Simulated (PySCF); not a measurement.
# Shapes and spin states of HMoO

All numbers come from PySCF, PBE0, basis Mo def2-TZVP with ECP28, O def2-TZVP, H def2-TZVP (scalar-relativistic core potentials, no spin–orbit coupling, density fitting).

Relaxations began from a few typed shapes and spin states; open shells are unrestricted. The search is not exhaustive: other isomers or separated fragments can lie lower, and high-lying points may rest on an excited occupation.

Order these stationary points by electronic energy, lowest first, in kJ/mol from the lowest minimum.
A. broken-symmetry Ms = 1/2 (⟨S²⟩ 1.62) Cs: Mo–H 1.740 Å, Mo–O 1.652 Å; H–Mo–O 118.1°
B. quartet Cs: Mo–H 1.736 Å, Mo–O 1.664 Å; H–Mo–O 119.1°
C. broken-symmetry Ms = 1/2 (⟨S²⟩ 1.48) C∞v: Mo–H 1.934 Å, Mo–O 1.664 Å; H–Mo–O 180.0°

B (0.0), A (55.9), C (145.3).

Which of them are minima?

By energy in kJ/mol, 0.0: minimum; 55.9: minimum; 145.3: saddle point, 2 imaginary modes.

For the lowest minimum: other spin states or occupations of the open shell can lie lower.

The electron or spin density has lower symmetry than the nuclear frame for the broken-symmetry Ms = 1/2 (⟨S²⟩ 1.48) C∞v at 145.3 kJ/mol.
